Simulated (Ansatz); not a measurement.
`C[SiH2][Al]([CH3])[OH]` + H₂S → `[CH3][Al]([OH])[SH]` + `C[SiH3]`  (cleavage of the Al–Si bond)

Isolated molecules relaxed with PBE0-D4/def2-TZVP in Ansatz; ΔE leaves out vibrations. CBS: MP2 limit from def2 TZ/QZ plus the TZ coupled-cluster correction, frozen cores. This one scheme is used for every species. DFT in def2-TZVPP. B3LYP here is the variant with VWN-RPA as its local correlation; programs differ in this. One conformer a species, not always the lowest.

`C[SiH2][Al]([CH3])[OH]`:

Cartesian coordinates in Å:
```
C 1.011 0.095 2.117
Si 1.462 -0.322 0.334
Al -0.401 -0.049 -1.255
C -2.244 0.317 -0.748
O -0.090 -0.191 -2.924
H 0.692 1.136 2.204
H 0.192 -0.536 2.468
H 1.865 -0.055 2.782
H 1.963 -1.731 0.283
H 2.624 0.523 -0.082
H -2.636 -0.466 -0.090
H -2.899 0.386 -1.620
H -2.321 1.256 -0.190
H 0.781 -0.364 -3.278
```

H₂S:

```xyz
3

S     0.265   -0.490    0.272
H     0.657    0.773    0.047
H    -0.922   -0.284   -0.318
```

`[CH3][Al]([OH])[SH]`:

```xyz
9

C     1.266    0.537   -0.206
Al   -0.547   -0.141   -0.127
O    -1.576    0.061   -1.458
S    -1.359   -1.176    1.626
H     1.445    1.280    0.577
H     1.996   -0.264   -0.060
H     1.466    1.007   -1.171
H    -2.480   -0.245   -1.494
H    -0.210   -1.060    2.313
```

`C[SiH3]`:

Z-matrix (Å, degrees):
```
C
Si 1 1.871
H 1 1.092 2 110.8
H 1 1.092 2 110.8 3 -120.0
H 1 1.092 2 110.8 3 120.0
H 2 1.488 1 110.7 3 -179.9
H 2 1.488 1 110.7 3 -59.9
H 2 1.488 1 110.7 3 60.1
```

```
   level  ΔE (kcal/mol)
B3LYP-D4          -28.6
   BHLYP          -30.6
```

(1) What does CCSD(T)/CBS give? (Best estimate.)

Largest T1 diagnostic among the species: 0.012.

Results:

(1) The calculation gave: -29.1 kcal/mol. The listed levels differ from it by 0.5, -1.5 kcal/mol.

Leaving LDA and LC-ωPBE aside and taking each functional with its dispersion term where it has one, the values, not all of them listed here, spread over 4.5 kcal/mol, from BHLYP-D4 to PBE-D4. At CCSD(T), def2-SVP lies +1.0 kcal/mol from the extrapolated value and def2-TZVPP +0.5 kcal/mol. From BLYP to BHLYP (50 % exact exchange), in def2-TZVPP and without D4, ΔE moves by −2.8 kcal/mol.
